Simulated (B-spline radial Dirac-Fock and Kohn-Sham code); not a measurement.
ΔSCF core binding energies without Breit or QED terms, calculated with a radial finite-basis atomic code.

A sound run for the free osmium atom, 1s2 2s2 2p6 3s2 3p6 3d10 4s2 4p6 4d10 4f14 5s2 5p6 5d6 6s2: The ground state converged in 11 iterations, with total energy -17271.04038 Ha, virial ratio 1.88166 and highest orbital energy -7.87 eV. ΔSCF binding energies: K (1s) 74260.0 eV, L3 (2p3/2) 10913.1 eV, M5 (3d5/2) 1974.3 eV.

A second run, with one unsound setting: The ground state converged in 12 iterations, with total energy -8698.79733 Ha, virial ratio 2.64112 and highest orbital energy -3.43 eV. ΔSCF binding energies: K (1s) 9575.9 eV, L3 (2p3/2) 5437.4 eV, M5 (3d5/2) 2085.8 eV.

```
iter   energy (Ha)        error
   1    -8569.97615388  1.00e+01
   2    -8640.48706514  2.93e+00
   3    -8697.11020277  4.39e-01
   4    -8698.74690122  1.17e-01
   5    -8698.78606639  3.46e-02
   6    -8698.79604011  1.15e-02
   7    -8698.79725599  1.22e-03
   8    -8698.79732453  2.64e-04
   9    -8698.79732974  4.65e-05
  12    -8698.79732997  2.97e-07
```

Q: Which fault fits the second run best?
A. overfilled shell
B. too few iterations
C. nuclear radius in wrong units
D. damping too heavy

A: C. The input had radius_factor = 1000.0: radius_factor inflates the nucleus far beyond its size, which weakens the binding of the inner electrons.
